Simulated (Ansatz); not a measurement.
Species: CH3Br2GaO (charge 0, singlet). SMILES: C[O][Ga]([Br])[Br]
Coordinates optimised at B3LYP-D3(BJ)/def2-TZVP (Ansatz, a program for electronic structure):
```xyz
8

C     -2.9323    -0.6762    -0.7658
O     -1.5964    -1.1654    -0.7337
Ga    -0.2093    -0.2436    -0.1323
Br    -0.4986     1.8834     0.6639
Br     1.8338    -1.2374    -0.1808
H     -3.0233     0.3418    -0.3767
H     -3.5657    -1.3349    -0.1674
H     -3.2893    -0.6870    -1.7981
```

Property: atomisation energy (electronic, to ground-state atoms), in eV. Cores are frozen in the correlated levels unless marked. Open shells are spin-unrestricted. Spin-orbit coupling is left out. The frozen core is the preceding noble-gas configuration, with the filled d and f shells of earlier blocks. Non-relativistic. The coupled-cluster limit lacks core correlation, which all-electron functionals hold. CBS marks a two-point X^-3 extrapolation of the correlation energy; Hartree-Fock from the larger set.

| level | program | atomisation energy (eV) | minus last row |
|---|---|---|---|
| HF/cc-pVDZ | Ansatz | 19.25 | -8.43 |
| HF/aug-cc-pVTZ | Ansatz | 19.71 | -7.97 |
| HF/aug-cc-pVQZ | Ansatz | 19.77 | -7.91 |
| SVWN5/def2-TZVPD | Ansatz | 31.80 | 4.12 |
| revPBE-D3(BJ)/def2-TZVPD | Ansatz + dftd3 | 27.03 | -0.65 |
| PBE0/6-31G* | Ansatz | 27.10 | -0.58 |
| PBE0-D3(BJ)/def2-TZVPD | Ansatz + dftd3 | 27.48 | -0.20 |
| PBE0/def2-QZVPP | Ansatz | 27.31 | -0.37 |
| BHLYP-D3(BJ)/def2-TZVPD | Ansatz + dftd3 | 26.37 | -1.31 |
| BHLYP-D4/def2-TZVPD | Ansatz + dftd4 | 26.39 | -1.29 |
| r2SCAN0/def2-TZVPD | Ansatz | 27.14 | -0.54 |
| CAM-B3LYP-D3(BJ)/def2-TZVPD | Ansatz + dftd3 | 27.29 | -0.39 |
| CAM-B3LYP/def2-TZVPD | Ansatz | 27.10 | -0.58 |
| wB97X-V/def2-TZVPD | Ansatz | 27.54 | -0.14 |
| B2GP-PLYP-D3(BJ)/def2-TZVPD | Ansatz + dftd3 | 27.27 | -0.41 |
| B2GP-PLYP-D4/def2-TZVPD | Ansatz + dftd4 | 27.13 | -0.55 |
| B2PLYP-D4/def2-TZVPD | Ansatz + dftd4 | 27.14 | -0.54 |
| SCS-MP2/6-31G* | Ansatz | 25.26 | -2.42 |
| CCSD/aug-cc-pVTZ | Ansatz | 26.43 | -1.25 |
| CCSD/cc-pVTZ | Ansatz | 26.25 | -1.43 |
| CCSD(T)/CBS(aug-cc-pVTZ,aug-cc-pVQZ) | Ansatz | 27.68 | 0.00 |
